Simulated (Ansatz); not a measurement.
`O=COC=O` and `O=C[O][SnH3]` differ in one atom or group.

Ansatz, PBE0-D4/def2-TZVP geometries, multiplicity 1. Each molecule was computed in one conformer, which needn't be the lowest.

Elements past krypton have def2 core potentials.

```
                             property  `O=COC=O`
  HOMO–LUMO gap (PBE/def2-TZVPP) / eV       4.21
    LUMO energy (PBE/def2-TZVPP) / eV      -2.63
 HOMO–LUMO gap (PBE0/def2-TZVPP) / eV       7.02
  LUMO energy (B3LYP/def2-TZVPP) / eV      -1.77
HOMO energy (ωB97M-V/def2-TZVPP) / eV     -10.87
LUMO energy (ωB97M-V/def2-TZVPP) / eV       0.90
```

**Question.** Give the same properties after the change, and the shifts. (An estimate is asked.)

**Answer.** The calculation gave: 
| property | `O=C[O][SnH3]` | shift |
| --- | --- | --- |
| HOMO–LUMO gap (PBE/def2-TZVPP) / eV | 5.30 | 1.09 |
| LUMO energy (PBE/def2-TZVPP) / eV | -1.43 | 1.20 |
| HOMO–LUMO gap (PBE0/def2-TZVPP) / eV | 7.68 | 0.66 |
| LUMO energy (B3LYP/def2-TZVPP) / eV | -0.91 | 0.86 |
| HOMO energy (ωB97M-V/def2-TZVPP) / eV | -10.71 | 0.16 |
| LUMO energy (ωB97M-V/def2-TZVPP) / eV | 0.85 | -0.05 |

With PBE0 the HOMO rises by 0.16 eV and the LUMO rises by 0.81 eV, so the gap widens by about 0.65 eV. PBE moves the HOMO by 0.11 eV and ωB97M-V by 0.16 eV. The zero-point energy changes by 3.7 kJ/mol with +3 modes.

B3LYP here is the variant with VWN-RPA as its local correlation; programs differ in this.
